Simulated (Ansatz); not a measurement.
Molecule: CH2Br2 (charge 0, singlet). 
Coordinates optimised at B3LYP-D3(BJ)/def2-TZVP (Ansatz, a quantum-chemistry and plane-wave program):
SMILES: BrCBr
```xyz
5

Br     1.6305     0.1050     0.0396
C     -0.0111    -0.9350     0.0072
Br    -1.6275     0.1430    -0.0415
H      0.0041    -1.5425    -0.8872
H     -0.0405    -1.5281     0.9108
```
Charge 0, spin multiplicity 1.

Total electronic energies in hartree. Correlated levels leave the core frozen unless marked. Spin-orbit coupling is left out. Frozen are the shells of the preceding noble gas and the d and f shells that filled before the atom's block. No relativistic terms. Basis-set limits of correlation are two-point, X^-3; Hartree-Fock from the larger set (for Q and 5 zeta extrapolated as (X+1)exp(-9√X)). The bracket is a focal-point correction in the basis named.

| level | program | energy (Eh) |
|---|---|---|
| HF/6-31G* | Ansatz | -5183.23159 |
| HF/aug-cc-pVQZ | Ansatz | -5183.97175 |
| RI-HF/aug-cc-pVTZ | Ansatz | -5183.96389 |
| BHLYP/def2-TZVPD | Ansatz | (withheld) |
| LC-wPBE-D4/def2-TZVPD | Ansatz + dftd4 | -5186.89850 |
| LC-wPBE/def2-TZVPD | Ansatz | -5186.89393 |
| MP2/cc-pVDZ | Ansatz | -5184.17007 |
| MP2/aug-cc-pVTZ | Ansatz | -5184.47533 |
| SCS-MP2/6-31G | Ansatz | -5183.28132 |
| SCS-MP2/cc-pVQZ | Ansatz | -5184.51746 |
| CCSD/cc-pVQZ | Ansatz | -5184.54847 |
| CCSD(T)/cc-pV5Z | Ansatz | -5184.59241 |
| RI-MP2/CBS(cc-pVTZ,cc-pVQZ)+[CCSD(T)-MP2]/cc-pVDZ | Ansatz | -5184.5933 |
| CCSD(T)/CBS(cc-pVTZ,cc-pVQZ) | Ansatz | -5184.6095 |
| CCSD(T)/CBS(cc-pVQZ,cc-pV5Z) | Ansatz | -5184.6094 |

Task: Fill in the missing entries.

Result: 
- BHLYP/def2-TZVPD, energy (Eh): -5187.58494
